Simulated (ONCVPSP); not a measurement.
## Logarithmic derivatives: cadmium, ONCV

```
Element                 : cadmium (Cd)
Generator               : ONCVPSP 4.0.1
Type                    : optimised norm-conserving Vanderbilt (ONCV)
Functional              : PBE
Relativity              : scalar-relativistic
Frozen core             : [Ar] 3d10 4s2
Valence charge          : 18
Reference configuration : 4p6 4d10 5s2
Partial waves           : 5s: rc 2.10 bohr, ncon 4, nbas 8, qcut 2.6 1/bohr, 2 projectors, debl 1.1 Ha; 4p: rc 1.35 bohr, ncon 3, nbas 8, qcut 11.6 1/bohr, 2 projectors, debl 2.7 Ha; 4d: rc 1.25 bohr, ncon 4, nbas 7, qcut 7.3 1/bohr, 2 projectors, debl 2.1 Ha
Local potential         : polynomial inside 0.95 bohr (lpopt 5, dvloc0 6 Ha)
Core correction         : none
```

The phase is arctan(r·R′/R) of the radial function R(r), unwrapped; energies in Ha, scanned from -4 to 5 Ha. A pole is an energy at which the radial function vanishes at the test radius. The pseudo phase is shifted by a multiple of π to meet the all-electron one at the reference energy, and phase errors are pseudo minus all-electron; the curves can meet again beyond the range given. Levels narrower than the energy grid can be missing from the lists of poles.

```json
{"channel": "s", "radius (bohr)": "2.13", "reference energy (Ha)": "-0.21", "poles, all-electron": "-3.87, 1.94", "poles, pseudo": "1.92, 4.26", "unbroken range about the reference energy with phases within 0.05 rad": "-3.7 to 3.0", "phase error 1 Ha above the reference energy (rad)": "-0.000"}
{"channel": "p", "radius (bohr)": "1.37", "reference energy (Ha)": "-2.46", "poles, all-electron": "-1.30", "poles, pseudo": "-1.30", "unbroken range about the reference energy with phases within 0.05 rad": "the whole range", "phase error 1 Ha above the reference energy (rad)": "-0.000"}
{"channel": "d", "radius (bohr)": "1.27", "reference energy (Ha)": "-0.43", "poles, all-electron": "2.12", "poles, pseudo": "2.12", "unbroken range about the reference energy with phases within 0.05 rad": "the whole range", "phase error 1 Ha above the reference energy (rad)": "+0.000"}
```

Note: ghosts flagged at negative energy: s at -134.6 eV; GHOST(+) flags only above 600 eV. A true bound ghost makes a file unfit for plane-wave use.

Phases in the p channel:

| E (Ha) | all-electron | pseudo |
| --- | --- | --- |
| -3.98 | 0.557 | 0.557 |
| -3.50 | -0.109 | -0.109 |
| -3.02 | -0.856 | -0.856 |
| -2.54 | -1.234 | -1.234 |
| -2.06 | -1.418 | -1.418 |
| -1.58 | -1.525 | -1.525 |
| -1.10 | -1.599 | -1.599 |
| -0.62 | -1.657 | -1.657 |
| -0.14 | -1.708 | -1.708 |
| 0.34 | -1.758 | -1.758 |
| 0.82 | -1.810 | -1.810 |
| 1.30 | -1.871 | -1.871 |
| 1.78 | -1.947 | -1.947 |
| 2.26 | -2.049 | -2.049 |
| 2.74 | -2.199 | -2.200 |
| 3.22 | -2.439 | -2.441 |
| 3.70 | -2.826 | -2.832 |
| 4.18 | -3.339 | -3.349 |
| 4.66 | -3.781 | -3.790 |
